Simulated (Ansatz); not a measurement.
```yaml
crystal:
  periodic: [false, false, false]
  atoms:
    - {symbol: Ca, position_ang: [-1.106330, -1.099011, -3.355806]}
    - {symbol: O, position_ang: [-1.127853, -1.122440, -1.145495]}
    - {symbol: Ca, position_ang: [-1.180338, -1.176908, 1.123197]}
    - {symbol: O, position_ang: [-1.048944, -1.048150, 3.341830]}
    - {symbol: O, position_ang: [-1.051820, 1.052186, -3.339668]}
    - {symbol: Ca, position_ang: [-1.178177, 1.181331, -1.120788]}
    - {symbol: O, position_ang: [-1.121214, 1.126702, 1.147782]}
    - {symbol: Ca, position_ang: [-1.095295, 1.103200, 3.358004]}
    - {symbol: O, position_ang: [1.045075, -1.052650, -3.341666]}
    - {symbol: Ca, position_ang: [1.175796, -1.181592, -1.122985]}
    - {symbol: O, position_ang: [1.123477, -1.126550, 1.145652]}
    - {symbol: Ca, position_ang: [1.102253, -1.102680, 3.355877]}
    - {symbol: Ca, position_ang: [1.099547, 1.098549, -3.358095]}
    - {symbol: O, position_ang: [1.125387, 1.122241, -1.147923]}
    - {symbol: Ca, position_ang: [1.182603, 1.177095, 1.120570]}
    - {symbol: O, position_ang: [1.055843, 1.048675, 3.339525]}
basis:
  gaussian: {orbitals: def2-TZVP, initial_orbitals: start.molden}
hamiltonian: {xc: pbe0, dispersion: d4}
scf: {omitted_lower_state_checks: [starts]}
output: {forces: true, orbitals: {seedname: orbitals}}
```

The file start.molden holds the orbitals of an earlier run on this structure, at another level or in another basis.

```sh
$ ansatz run in.yaml --threads 4 --pin off --events-out ev --progress --plain --max-ram 6963MiB
```

Task: Does this run fit into the memory that it is given?

Result: No. It has 536 basis functions, and Ansatz plans for 10 GiB where 7 GiB are given.
